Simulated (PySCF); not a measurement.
C₄H₈NO, SMILES N(C)(C)C([CH2])=O, multiplicity 2. Atoms are numbered in the order given.

```xyz
14

C      1.6912    -0.9494    -0.1925
C      0.7880     0.1552     0.1258
O      1.2356     1.1935     0.6181
N     -0.5647    -0.0160    -0.1130
C     -1.4853     0.9981     0.3524
C     -1.1497    -1.2012    -0.6975
H      1.3782    -1.9771    -0.3848
H      2.7561    -0.7256    -0.1134
H     -2.1093     1.3718    -0.4785
H     -2.1580     0.5971     1.1333
H     -0.8996     1.8256     0.7706
H     -0.4527    -1.6889    -1.3910
H     -1.4717    -1.9406     0.0620
H     -2.0398    -0.9144    -1.2803
```
Charge 0, spin multiplicity 2.

Geometry optimised at r2SCAN-D4/def2-SVP. The isomer is the one that the SMILES or the coordinates give; other isomers of the formula were not compared.

The numbers are results of PySCF with B3LYP/pcH-1, not measurements.

Unrestricted Kohn–Sham, ⟨S²⟩ = 0.756. Hyperfine tensors hold the contact and dipolar terms, without spin-orbit corrections.

Computed hyperfine couplings:
| nucleus | A(iso) (MHz) | A(iso) (G) | dipolar principal values (MHz) |
|---|---|---|---|
| 13C no. 1 | 82.3 | 29.4 | -74.0, -73.4, 147.3 |
| 13C no. 2 | -39.4 | -14.1 | -9.5, 2.7, 6.8 |
| 17O no. 3 | -10.3 | -3.7 | -47.3, 22.6, 24.7 |
| 14N no. 4 | 0.9 | 0.3 | -2.8, -2.2, 5.0 |
| 13C no. 5 | -2.7 | -1.0 | -0.5, -0.1, 0.6 |
| 13C no. 6 | -0.4 | -0.1 | -0.8, -0.4, 1.3 |
| 1H no. 7 | -58.8 | -21.0 | -34.4, -1.7, 36.1 |
| 1H no. 8 | -58.6 | -20.9 | -33.5, -2.4, 35.8 |
| 1H no. 9 | 7.9 | 2.8 | -1.2, -0.9, 2.1 |
| 1H no. 10 | 13.0 | 4.6 | -1.1, -1.0, 2.1 |
| 1H no. 11 | 0.7 | 0.2 | -1.9, -1.2, 3.1 |
| 1H no. 12 | -0.7 | -0.3 | -4.1, -3.0, 7.1 |
| 1H no. 13 | 1.0 | 0.4 | -1.8, -1.6, 3.4 |
| 1H no. 14 | 3.3 | 1.2 | -1.4, -1.1, 2.5 |
